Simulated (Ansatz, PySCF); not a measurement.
Gas-phase reaction in SMILES: [CH2]B(S)S -> [CH2-]B(S)S (an electron is taken up)
Geometries: B3LYP-D3(BJ)/def2-TZVP minima from Ansatz (an electronic-structure program), one conformer each, not searched for the lowest. Frequencies are from Ansatz or PySCF.
Geometry of the first species:
```xyz
8

C     -1.6157    -0.2397     0.9688
B     -0.3243    -0.0528     0.1974
S     -0.1751     1.4348    -0.8318
S      1.0501    -1.2346     0.2619
H     -2.4308     0.4742     0.9223
H     -1.8009    -1.0939     1.6101
H      1.0591     1.2305    -1.3235
H      0.4880    -2.1133     1.1090
```
Charge 0, spin multiplicity 2.

Property: adiabatic electron affinity (0 K, with B3LYP-D3(BJ) harmonic zero-point energies), positive where the reaction releases energy, in eV. Valence correlation only, unless marked. UHF or UKS for open shells. No spin-orbit coupling. No relativistic terms. Anions need diffuse functions: aug- sets have them; def2-D sets add few; the other sets have none. CBS(X,Y): correlation extrapolated as X^-3; Hartree-Fock from the larger set.

```tsv
level	program	adiabatic electron affinity (eV)
HF/cc-pV(D+d)Z	Ansatz	0.25
HF/cc-pVTZ	Ansatz	0.44
r2SCAN/def2-TZVPD	Ansatz	1.73
PBE0/STO-3G	Ansatz	-2.52
PBE0/def2-SVP	Ansatz	1.41
PBE0-D3(BJ)/def2-TZVPD	Ansatz + dftd3	1.81
PBE0/def2-TZVPD	Ansatz	1.81
BHLYP-D3(BJ)/def2-TZVPD	Ansatz + dftd3	1.63
BHLYP-D4/def2-TZVPD	Ansatz + dftd4	1.67
r2SCAN0-D4/def2-TZVPD	Ansatz + dftd4	1.70
B2GP-PLYP-D3(BJ)/def2-TZVPD	Ansatz + dftd3	1.88
B2PLYP-D3(BJ)/def2-TZVPD	Ansatz + dftd3	1.88
SCS-MP2/aug-cc-pV(T+d)Z	Ansatz	2.03
SCS-MP2/cc-pVTZ	Ansatz	1.81
SCS-MP2/cc-pwCVTZ	Ansatz	1.81
SCS-MP2/cc-pV(Q+d)Z	Ansatz	1.98
CCSD/STO-3G	Ansatz	-3.32
CCSD/aug-cc-pV(D+d)Z	Ansatz	1.75
CCSD/cc-pV(T+d)Z	Ansatz	1.65
CCSD/aug-cc-pV(Q+d)Z	Ansatz	1.88
CCSD(T)/CBS(aug-cc-pV(T+d)Z,aug-cc-pV(Q+d)Z)	Ansatz	2.05
```
